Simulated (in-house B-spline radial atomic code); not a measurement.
A run on an ion of nuclear charge 60 with 60.6 electrons that did not converge. Method: scalar-relativistic (X2C) BLYP, spin-polarised, spherical fractional occupations, Fermi nucleus of rms radius 4.9123 fm; computed with a B-spline radial code for spherical atoms.

Command:
```bash
python run_scf.py task.json out
```
Settings (nuclear radius in fm, mass in u):
```
Z                60
configuration    [Xe] 4f4.6 6s2
hamiltonian      x2c
method           b88,lyp
spin_polarised   True
nucleus          fermi
rms_radius       4.9123
atomic_mass      141.90773
speed_of_light   137.035999084
```

First and last ten iterations of the last attempt (damped for 15 steps, keeping 80 % of the old Fock matrix, then DIIS):
```
 iter        energy (Eh)    residual
    1       -9610.462937    5.12e-01
    2       -9607.370533    7.05e-01
    3       -9615.944948    4.44e-01
    4       -9620.273894    2.56e-01
    5       -9622.306267    1.49e-01
    6       -9623.187455    9.13e-02
    7       -9623.538807    5.24e-02
    8       -9623.669362    2.92e-02
    9       -9623.717795    2.09e-02
   10       -9616.956234    2.14e-01
  111       -9616.410696    2.24e-01
  112       -9616.410899    2.24e-01
  113       -9616.387505    2.25e-01
  114       -9616.380071    2.25e-01
  115       -9616.407314    2.23e-01
  116       -9616.365664    2.25e-01
  117       -9623.697277    2.53e-02
  118       -9623.691788    2.64e-02
  119       -9616.450733    2.25e-01
  120       -9616.421113    2.25e-01
 not converged after 120 iterations
```

The smallest residual met was 1.5e-02; the threshold is about 6e-07. No energy from this run should be used. The likely cause: this method binds the added charge weakly or not at all at the basis-set limit, so charge moves back and forth between the atom and the box. Time taken, with all properties: 1.3 s on 1 thread of AMD EPYC 9R45, on a shared host.
